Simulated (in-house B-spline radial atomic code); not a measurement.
A fraction x of an electron is added to 3p in neutral chlorine, starting from [Ne] 3s2 3p5 and keeping the highest spin. Level of theory: non-relativistic PBEsol, spin-polarised, spherical fractional occupations, point nucleus; calculated with a radial B-spline atomic code at the basis-set limit.

```
  x  E(x) - E(0) (eV)  3p down level (eV)
  0            0.0000              -8.110
0.1           -0.7643              -7.179
0.2           -1.4364              -6.266
0.3           -2.0181              -5.371
0.4                 ?                   ?
0.5           -2.9178              -3.640
0.6           -3.2399              -2.807
0.7                 ?                   ?
0.8           -3.6404              -1.216
```

**Question.** What belongs in the row x = 0.4?

**Answer.** An energy change of -2.5112 eV; 3p down at -4.495 eV.

**Question.** What belongs in the row x = 0.7?

**Answer.** An energy change of -3.4799 eV; 3p down at -1.998 eV.

**Question.** Check Janak's theorem between x = 0.1 and 0.2.

**Answer.** The slope of the energy is -6.72 eV; the orbital levels give -6.72 eV (ε of the filling orbital, averaged over the two points).

**Question.** Up to what added charge does this functional bind the extra electron?

**Answer.** The highest level rises by about 7.8 eV per electron near x = 0.8 and would reach zero near x = 0.96, so a whole extra electron isn't bound at the basis-set limit.
